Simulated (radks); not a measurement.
Results of a calculation; reference values are marked as such.
All-electron atom: Mo0.5- in [Kr] 4d(up 2.5, down 2.5) 5s(up 0.75, down 0.75) (fractional occupations, a model configuration). Level of theory: scalar-relativistic Kohn-Sham, PBE, spin-polarised, spherical densities, finite nucleus; Fermi nuclear charge, rms radius 4.4091 fm (a radial shooting solver on a logarithmic mesh with Libxc functionals).

Radial electron density D(r) = 4 pi r^2 rho(r):

| r (bohr) | D(r) (e/bohr) |
|---|---|
| 0.003894 | 8.664 |
| 0.004497 | 10.83 |
| 0.005235 | 13.60 |
| 0.006046 | 16.71 |
| 0.007038 | 20.53 |
| 0.008128 | 24.65 |
| 0.009387 | 29.18 |
| 0.01093 | 34.27 |
| 0.01262 | 39.16 |
| 0.01469 | 44.07 |
| 0.01697 | 48.10 |
| 0.01975 | 51.27 |
| 0.02281 | 52.89 |
| 0.02656 | 52.94 |
| 0.03067 | 51.52 |
| 0.03571 | 48.99 |
| 0.04124 | 46.50 |
| 0.04801 | 44.98 |
| 0.05544 | 45.64 |
| 0.06403 | 48.83 |
| 0.07454 | 54.48 |
| 0.08609 | 60.45 |
| 0.1002 | 64.94 |
| 0.1157 | 65.35 |
| 0.1347 | 60.86 |
| 0.1556 | 53.32 |
| 0.1812 | 45.31 |
| 0.2092 | 41.15 |
| 0.2436 | 42.06 |
| 0.2813 | 46.30 |
| 0.3249 | 49.83 |
| 0.3782 | 48.64 |
| 0.4368 | 41.66 |
| 0.5084 | 30.58 |
| 0.5872 | 20.59 |
| 0.6836 | 13.84 |
| 0.7895 | 11.50 |
| 0.9191 | 11.46 |
| 1.061 | 11.47 |
| 1.236 | 10.28 |
| 1.427 | 8.166 |
| 1.661 | 5.732 |
| 1.919 | 3.868 |
| 2.216 | 2.610 |
| 2.58 | 1.800 |
| 2.979 | 1.314 |
| 3.468 | 0.9400 |
| 4.005 | 0.6542 |
| 4.663 | 0.4115 |
| 5.385 | 0.2412 |
| 6.269 | 0.1228 |
| 7.24 | 0.05768 |
| 8.428 | 0.02256 |
| 9.734 | 0.007920 |
| 11.33 | 0.002166 |
| 13.09 | 0.0005197 |

D(r) has 4 maxima, at r = 0.0247, 0.109, 0.341, 0.996 bohr, and minima at 0.0496, 0.220, 0.842 bohr, inside which lie 2.03, 11.08, 29.26 electrons.
